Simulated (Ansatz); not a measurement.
Start from `O=C([SiH3])S` and change one atom or group to get `O=C([SiH3])S[SiH3]`.

Ansatz, PBE0-D4/def2-TZVP geometries, multiplicity 1. Each molecule was computed in one conformer, which needn't be the lowest.

```
                                          property  `O=C([SiH3])S`
    size of the dipole moment (PBE/def2-TZVPP) / D            1.27
                HOMO energy (PBE0/def2-TZVPP) / eV           -7.38
             HOMO–LUMO gap (B3LYP/def2-TZVPP) / eV            5.42
size of the dipole moment (ωB97M-V/def2-TZVPP) / D            1.48
  size of the dipole moment (B3LYP/def2-TZVPP) / D            1.47
               HOMO–LUMO gap (PBE/def2-TZVPP) / eV            3.50
```

(1) What does the change do to each property? (Best estimate.)

## Answers

(1) Computed: 
```csv
property,`O=C([SiH3])S[SiH3]`,shift
size of the dipole moment (PBE/def2-TZVPP) / D,0.86,-0.41
HOMO energy (PBE0/def2-TZVPP) / eV,-7.47,-0.09
HOMO–LUMO gap (B3LYP/def2-TZVPP) / eV,5.43,0.01
size of the dipole moment (ωB97M-V/def2-TZVPP) / D,1.03,-0.45
size of the dipole moment (B3LYP/def2-TZVPP) / D,1.00,-0.47
HOMO–LUMO gap (PBE/def2-TZVPP) / eV,3.51,0.01
```

Dipoles are sizes alone; their direction can turn.

B3LYP here is the variant with VWN-RPA as its local correlation; programs differ in this.
